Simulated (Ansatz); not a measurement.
```yaml
crystal:
  periodic: [false, false, false]
  atoms:
    - {symbol: C, position_ang: [-2.445545, 1.454107, 0.297517]}
    - {symbol: O, position_ang: [-1.473078, 0.583596, 0.461719]}
    - {symbol: Sc, position_ang: [-0.222117, -0.704924, 0.747009]}
    - {symbol: F, position_ang: [-0.160905, -2.005012, 2.122959]}
    - {symbol: O, position_ang: [1.398570, -0.915424, -0.301698]}
    - {symbol: C, position_ang: [2.566335, -0.851617, -1.092138]}
    - {symbol: H, position_ang: [-3.068418, 1.427034, 1.300475]}
    - {symbol: H, position_ang: [-2.977573, 1.132861, -0.516738]}
    - {symbol: H, position_ang: [-2.102525, 2.484883, 0.280292]}
    - {symbol: H, position_ang: [2.000932, -0.887666, -2.141378]}
    - {symbol: H, position_ang: [3.097390, 0.073325, -1.041501]}
    - {symbol: H, position_ang: [3.243405, -1.617454, -0.899856]}
basis:
  gaussian: {orbitals: aug-cc-pVDZ}
total_charge: -1
magnetization: {spin_polarized: true, initial_magnetization: 1}
hamiltonian: {xc: {name: B97M-V}}
scf: {lower_state_search: off}
output: {forces: true}
```

```sh
$ ansatz run in.yaml --threads 4 --pin off --events-out ev --progress --plain --max-ram 11315MiB
```

Shortened log:

```
Functional definition: B97M-V
1881 factors; their error is unknown
mean field evaluation 1: about -29671.5467 eV, gradient 4.6e1 eV
mean field evaluation 2: about -29354.4916 eV, gradient 1.7e2 eV
mean field evaluation 4: about -29680.6768 eV, gradient 1.5e1 eV
mean field evaluation 8: about -29681.8031 eV, gradient 1.1e0 eV
mean field evaluation 16: about -29681.8272 eV, gradient 3.8e-2 eV
mean field evaluation 32: about -29681.7846 eV, gradient 1.6e-5 eV
mean field -29681.78458925 eV, -1090.7854646189 hartree, gradient 2.3e-6 eV, S^2 0.752270; 0 other end points of the search recorded, 0 dependent functions left out
reference -29681.78469684 eV, -1090.7854685724 hartree; 33, 32 occupied and 195, 196 virtual orbitals, 1881 factors
Total energy: -29681.78469684 eV, -1090.7854685724 hartree
Atom 0 at    -2.445545     1.454107     0.297517 Å, force    -1.109650     1.307548     4.390469 eV/Å
Atom 1 at    -1.473078     0.583596     0.461719 Å, force     1.542788    -0.579192     0.113250 eV/Å
Atom 2 at    -0.222117    -0.704924     0.747009 Å, force     2.334913    -1.562398    -0.270829 eV/Å
Atom 3 at    -0.160905    -2.005012     2.122959 Å, force    -0.283063    -0.147743     0.377140 eV/Å
Atom 4 at     1.398570    -0.915424    -0.301698 Å, force     0.703533     0.332007     0.891571 eV/Å
Atom 5 at     2.566335    -0.851617    -1.092138 Å, force    -5.045344     0.850199    -2.295643 eV/Å
Atom 6 at    -3.068418     1.427034     1.300475 Å, force     0.092332     0.219472    -1.766022 eV/Å
Atom 7 at    -2.977573     1.132861    -0.516738 Å, force    -2.263698    -0.035621    -2.359296 eV/Å
Atom 8 at    -2.102525     2.484883     0.280292 Å, force     0.135974     0.594777    -0.611750 eV/Å
Atom 9 at     2.000932    -0.887666    -2.141378 Å, force     2.327573    -0.222432     1.129756 eV/Å
Atom 10 at     3.097390     0.073325    -1.041501 Å, force     0.363471     1.175158     0.245175 eV/Å
Atom 11 at     3.243405    -1.617454    -0.899856 Å, force     1.201171    -1.931776     0.156178 eV/Å
Dipole moment:     0.273949     0.132450    -0.251782 e Å
Checks for a lower state left out: stability, starts, cluster_reference, orbital_swaps, neighbouring_geometries, increment
```

Run time 25 s (4 threads of an Arm Neoverse V2 on a shared host); peak host memory 0.47 GiB.
